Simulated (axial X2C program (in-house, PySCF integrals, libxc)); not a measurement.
## Potential curves of IrCl⁺, with spin–orbit coupling

Computed with an axial X2C code built on PySCF integrals. Two-component (2c) means X2C with spin–orbit coupling and atomic mean-field two-electron Coulomb and Gaunt terms. Basis: Ir dyall-cv3z [13s14p9d6f4g], Cl dyall-av3z [9s8p3d2f] (cores contracted in-house); Gaussian nuclei, density fitting, unrestricted open shells. Masses: Ir 192.963 u, Cl 34.969 u.

State: Ω = 9/2 (⟨Sz⟩ = 1.45, ⟨Lz⟩ = 3.05 at HF). Energies in eV from the fragments at the same level (Ir+ + Cl). Fits are polynomials in 1 − R0/R over 0.85 to 1.23 times the lowest point R0.

| R (Å) | MP2 |
| --- | --- |
| 1.9538 | -2.4848 |
| 2.0182 | -2.7910 |
| 2.0826 | -2.9352 |
| 2.1470 | -2.9580 |
| 2.2221 | -2.8725 |
| 2.2973 | -2.6998 |
| 2.3939 | -2.3842 |

Correlated methods: 15 electrons correlated (number of frozen shells: Ir 5 s, 4 p, 2 d, 1 f; Cl 2 s, 1 p), 291 virtual spin orbitals or spinors in MP2.

One determinant describes the state; a PBE0 search over occupations chose it and may have missed a lower one. Dissociation energies refer to the lowest single-determinant-based atoms at the same level and basis. With several unpaired electrons one determinant need not be a pure state. A state of lower Ω lies just above, and one determinant can place such states too high, so the state shown need not be the lowest. The search has Ω = 7/2 only 0.11 eV up. The determinant is spin-polarised beyond a pure state at some levels (its spin-free form has ⟨S²⟩ too high), which makes Re and μ there less reliable. The lowest spin-free determinant has another configuration (M_S = 3/2, Λ = 2), so the order of states is uncertain and this need not be the ground state. MP2 and coupled cluster on one determinant become unreliable at the stretched end.

Fit the MP2 curve near its minimum: give the equilibrium distance, the harmonic wavenumber and the well depth.

At MP2, 2c: Re = 2.128 Å, ωe ≈ 464 cm⁻¹, De = 2.96 eV to Ir+ + Cl; Be follows as 0.126 cm⁻¹.
